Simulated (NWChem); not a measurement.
**Ionisation of diethyl sulfide (C₄H₁₀S)**

```xyz
15

C      2.5777    -0.0638    -0.2523
C      1.1300     0.3063    -0.5610
S      0.0472    -0.1738     0.8405
C     -1.5758     0.4465     0.2588
C     -2.2277    -0.3756    -0.8501
H      2.9369     0.4509     0.6529
H      3.2347     0.2209    -1.0899
H      2.6863    -1.1480    -0.0903
H      1.0330     1.3930    -0.7240
H      0.7933    -0.2016    -1.4790
H     -1.4595     1.5020    -0.0405
H     -2.2050     0.4430     1.1633
H     -2.3553    -1.4239    -0.5391
H     -1.6247    -0.3692    -1.7719
H     -3.2209     0.0336    -1.1028
```
Charge 0, spin multiplicity 1.

Program: NWChem. All single points use one geometry, from B3LYP/def2-SVP, with no frequency check, so it may be a saddle point. It is one conformer; others weren't searched.

Basis set: def2-SVP. −ε marks an orbital energy of the parent.

B3LYP has NWChem's definition, with VWN1-RPA local correlation.

**Question.** One of these methods gave a first vertical ionisation energy of 9.03 eV. Which?
A) −ε(HOMO) of BHandHLYP
B) −ε(HOMO) of HF
C) −ε(HOMO) of PBE0
D) −ε(HOMO) of B3LYP

**Answer.** B, −ε(HOMO) of HF. The others give 6.11 (−ε(HOMO) of PBE0), 5.83 (−ε(HOMO) of B3LYP), 7.22 (−ε(HOMO) of BHandHLYP).
